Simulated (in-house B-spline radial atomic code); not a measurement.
A fraction x of an electron is removed from 5p in Xe VI (Xe5+), starting from [Kr] 4d10 5s2 5p1 and keeping the highest spin. Method: scalar-relativistic (X2C) RPBE, spin-polarised, spherical fractional occupations, Fermi nucleus of rms radius 4.7859 fm. Calculated with an all-electron radial atomic-structure program (B-spline basis).

```json
{"x": "0", "E(x) - E(0) (eV)": "0.0000", "5p up level (eV)": "-59.626"}
{"x": "0.01", "E(x) - E(0) (eV)": "0.5968", "5p up level (eV)": "-59.736"}
{"x": "0.14", "E(x) - E(0) (eV)": "8.4553", "5p up level (eV)": "-61.165"}
{"x": "0.32", "E(x) - E(0) (eV)": "19.6434", "5p up level (eV)": "-63.146"}
{"x": "0.41", "E(x) - E(0) (eV)": "25.3712", "5p up level (eV)": "-64.138"}
{"x": "0.5", "E(x) - E(0) (eV)": "31.1882", "5p up level (eV)": "-65.130"}
{"x": "0.54", "E(x) - E(0) (eV)": "33.8023", "5p up level (eV)": "-65.572"}
{"x": "0.69", "E(x) - E(0) (eV)": "43.7622", "5p up level (eV)": "-67.229"}
{"x": "0.75", "E(x) - E(0) (eV)": "47.8159", "5p up level (eV)": "-67.893"}
{"x": "0.91", "E(x) - E(0) (eV)": "58.8210", "5p up level (eV)": "-69.673"}
{"x": "1", "E(x) - E(0) (eV)": "65.1368", "5p up level (eV)": "-"}
```

The exact functional would give a straight line between the two integer points. Deviations E(x) - E(0) - x[E(1) - E(0)], in eV: -0.055 at x = 0.01, -0.664 at x = 0.14, -1.2 at x = 0.32, -1.335 at x = 0.41, -1.38 at x = 0.5, -1.372 at x = 0.54, -1.182 at x = 0.69, -1.037 at x = 0.75, -0.453 at x = 0.91.

The curve lies below the straight line by up to 1.38 eV (at x = 0.5): convex, the delocalisation error that favours fractional charges.

Task: How well does Slater's transition state (minus the level at half occupation) give the ionisation energy?

Result: It gives 65.130 eV against 65.137 eV from the two total energies; NIST lists 66.70 eV, ground level to ground level.
